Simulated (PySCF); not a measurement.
C4H2BrCl. Atoms are numbered in the order given.

```xyz
8

C      2.5520     1.1002     0.0000
C      1.3402     1.0540     0.0000
C     -0.0763     1.0202     0.0000
Cl    -0.8712     2.5686     0.0000
C     -0.8397    -0.0874     0.0000
Br    -0.1355    -1.8085     0.0000
H      3.6262     1.1352     0.0000
H     -1.9287    -0.0268     0.0000
```

Geometry optimised at PBE0-D3(BJ)/def2-SVP. The structure was generated by enumeration; whether it is a known compound was not checked.

These are KT2/pcSseg-1 (PySCF) values and carry that method's errors.

GIAO shieldings, no solvent; atoms alike by connectivity are averaged. δ = σ(ref) − σ: ¹³C against TMS (σ = 185.1 ppm); ³⁵Cl against HCl (σ = 945.4 ppm); ¹H against TMS (σ = 31.47 ppm), references at their B3LYP-D3(BJ)/def2-TZVP geometries, non-relativistic (without spin–orbit terms, shifts of atoms bonded to Cl or Br come out too high).

Computed chemical shifts:
```
nucleus  atoms  count  δ (ppm)
-------  -----  -----  -------
¹³C         C5      1    127.1
¹³C         C3      1    120.7
¹³C         C1      1     90.5
¹³C         C2      1     77.3
³⁵Cl       Cl4      1    317.6
¹H          H8      1     6.61
¹H          H7      1     4.13
```
